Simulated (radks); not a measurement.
Spherical jellium clusters: N electrons in a uniform positive sphere of charge N and radius rs N^(1/3), rs = 3.58 bohr. Calculated with a radial shooting solver with Libxc functionals: non-relativistic Kohn-Sham, LDA (Slater exchange, Perdew-Wang correlation), spin-polarised, spherical densities. Levels are named by radial order and angular momentum (1s, 1p, 1d, 2s, ...), and open shells are averaged over m.

N = 26, configuration 1s2 1p6 1d10 2s2 1f(up 6, down 0). This is the lowest configuration that the search found. Occupied and some empty levels:

| level | occupation | eigenvalue (eV) | <r> (bohr) |
|---|---|---|---|
| 1s up | 1 | -6.0712 | 6.538 |
| 1s down | 1 | -5.8427 | 6.186 |
| 1p up | 3 | -5.2485 | 7.691 |
| 1p down | 3 | -4.9235 | 7.529 |
| 1d up | 5 | -4.1962 | 8.496 |
| 1d down | 5 | -3.8252 | 8.452 |
| 2s up | 1 | -3.6396 | 6.879 |
| 2s down | 1 | -3.4486 | 7.085 |
| 1f up | 6 | -2.9575 | 9.199 |
| 1f down | 0 | -2.5740 | 9.246 |
| 2p up | 0 | -2.2179 | 8.409 |
| 2p down | 0 | -2.0304 | 8.533 |
| 1g up | 0 | -1.5813 | 9.936 |
| 1g down | 0 | -1.2138 | 10.09 |
| 2d up | 0 | -0.93711 | 10.61 |
| 2d down | 0 | -0.76228 | 10.95 |

Energy (eV): total -47.0276, kinetic 56.338, external -2050.9, Hartree 1011.9, exchange-correlation -104.99, background 1040.7.
